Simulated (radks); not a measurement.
Isoelectronic series with 19 electrons, all held in the configuration [Ar] 4s1, which need not be the ground one along the series. Method: Dirac Kohn-Sham, BLYP, spin-unpolarised, spherical densities, finite nucleus; Fermi nuclear charge, rms radius of each element as measured or else 0.836 A^(1/3) + 0.57 fm; computed with a radial shooting solver on a logarithmic mesh with Libxc functionals. Total energies (hartree) and mean radii <r> (bohr):

ion    E (hartree)   4s1/2   3p3/2   3p1/2
K       -602.31253   4.924   1.441   1.432
Sc2+    -763.47544   2.935   1.141   1.133
V4+     -945.07585   2.237  0.9511  0.9445
Mn6+   -1147.15831   1.836  0.8184  0.8121
Co8+   -1369.81548   1.566  0.7195  0.7132
Cu10+  -1613.16600   1.370  0.6425  0.6362
Ga12+  -1877.34839   1.219  0.5807  0.5743
As14+  -2162.51888   1.099  0.5299  0.5234
Br16+  -2468.85051   1.001  0.4874  0.4807
Rb18+  -2796.53278  0.9187  0.4512  0.4444
Nb22+  -3516.78999  0.7895  0.3929  0.3856
Tc24+  -3909.82925  0.7376  0.3690  0.3615
Rh26+  -4325.14992  0.6919  0.3479  0.3402
Ag28+  -4763.03331  0.6514  0.3290  0.3210
In30+  -5223.77842  0.6152  0.3120  0.3038
Sb32+  -5707.70938  0.5827  0.2967  0.2882
I34+   -6215.17208  0.5533  0.2828  0.2740
Cs36+   -6746.5403  0.5265  0.2701  0.2611
